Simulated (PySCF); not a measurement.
# Energy of Ti²⁺ (titanium, charge +2) between two integer charges

The 3d alpha orbital of [Ar] 3d2 is emptied in steps (occupation f), with all orbitals relaxed, ending at [Ar] 3d1. Computed with PySCF 2.14 in aug-cc-pVTZ-DK (8s7p5d3f2g, 93 functions), with scalar relativity by spin-free X2C-1e. The exact energy is a straight line in f; departures are measured from the line between the end points of the same method.

```tsv
f	M06-2X (eV)
1	0.000
0.8	-0.485
0.6	-0.733
0.4	-0.739
0.2	-0.498
0	0.000
```

```csv
method,E(f=0) − E(f=1) (eV),−ε at f=1 (eV),−ε at f=0.4 (eV)
M06-2X,27.304,24.301,27.888
```

Orbital energy along the path (eV):

| f | M06-2X |
| --- | --- |
| 1 | -24.301 |
| 0.8 | -25.466 |
| 0.6 | -26.663 |
| 0.4 | -27.888 |
| 0.2 | -29.144 |
| 0 | -30.454 |

Reference removal energy between the ground levels: 27.492 eV (measured; NIST Atomic Spectra Database, ionization energies). The calculation has no spin-orbit coupling.
